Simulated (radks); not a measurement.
Sc3+, 18 electrons, occupied as [Ar].

All-electron calculation, non-relativistic Kohn-Sham, LDA (Slater exchange, Perdew-Wang correlation), spin-unpolarised, spherical densities, point nucleus. Program: a radial shooting solver on a logarithmic mesh with Libxc functionals.

Energy parts (Ry):
total: -1514.02635
kinetic: 1511.86031
electron-nucleus: -3545.19980
Hartree: 591.45675
exchange-correlation: -72.14362

Orbitals (lengths in bohr, moments of r in powers of bohr; r(max) is where P^2 peaks):
| orbital | occ. | eigenvalue (Ry) | r(max) | <r> | <r^2> |
|---|---|---|---|---|---|
| 1s | 2 | -322.7704 | 0.04846 | 0.07375 | 0.007301 |
| 2s | 2 | -36.86400 | 0.2866 | 0.3471 | 0.1425 |
| 2p | 6 | -30.92644 | 0.2332 | 0.3091 | 0.1180 |
| 3s | 2 | -6.28823 | 0.9257 | 1.063 | 1.300 |
| 3p | 6 | -4.74859 | 0.9563 | 1.131 | 1.496 |
| 3d | 0 | -2.40435 | 0.9992 | 1.345 | 2.222 |
| 4s | 0 | -1.80928 | 2.485 | 2.716 | 8.311 |

The highest occupied level is 3p at -64.608 eV. The density falls to 0.001 e/bohr^3 at r = 2.73 bohr. Virial ratio -V/T = 2.00143. For comparison, the ionisation energy in NIST's Atomic Spectra Database is 73.489 eV (measured). In exact Kohn-Sham theory the highest level is minus the ionisation energy, but local and semilocal functionals leave it too shallow, through self-interaction and a potential that decays too fast; potentials with the right tail come closer.
